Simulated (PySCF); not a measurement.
C2H6GeO2: core ionisation energies

Compound: C2H6GeO2.
Atom-mapped SMILES: `[CH2:1]1[CH2:2][O:3][GeH2:4][O:5]1`

Geometry (PBE0-D3(BJ)/def2-SVP, Å), atoms numbered from 1 in this order:
```
atom  x, y, z in Å
C1    -0.3850   -1.0033   -0.4559
C2    -1.1374    0.1648    0.1883
O3    -0.2303    0.9078    0.9765
Ge4    1.3911    0.7662    0.2309
O5     0.8847   -0.5469   -0.8752
H6    -0.2742   -1.8287    0.2749
H7    -0.9330   -1.3953   -1.3280
H8    -1.9582   -0.1973    0.8284
H9    -1.5785    0.8082   -0.5985
H10    2.4152    0.3328    1.2901
H11    1.8166    1.9969   -0.5834
```

Method: PySCF, delta-SCF UKS SCAN, pcX-2 on the ionised atom, pcseg-1 elsewhere, spin-free X2C. Binding energies are ΔSCF values: E(core-ionised, relaxed orbitals) − E(ground state) at a fixed geometry, referred to the vacuum level.

Q: List the computed XPS lines with their assignment.

A: 
```
atom(s)                 environment  level  binding energy (eV)  count
  C1/C2  sp3 carbon bound to oxygen   C 1s               292.20      2
  O3/O5   oxygen bonded to C and Ge   O 1s               537.71      2
```

Q: Express the binding energy of C 1s of C1/C2 in atomic units and per mole.

A: 292.20 eV = 10.7382 Eh = 28193 kJ/mol.

Q: Which effective nuclear charge Zeff reproduces each element's mean 1s value in the hydrogen-like formula E = 13.606 eV × Zeff²?

A: C (Z = 6): mean 292.2 eV, Zeff = 4.63, Z − Zeff = 1.37; O (Z = 8): mean 537.7 eV, Zeff = 6.29, Z − Zeff = 1.71. Means run over the listed sites, weighted by atom count.

Atoms equivalent by their bonding share one computed value, that of the first of them. No level of germanium is listed. The structure is a single PBE0-D3(BJ)/def2-SVP conformer in the gas phase; no vibrational or solvent corrections.
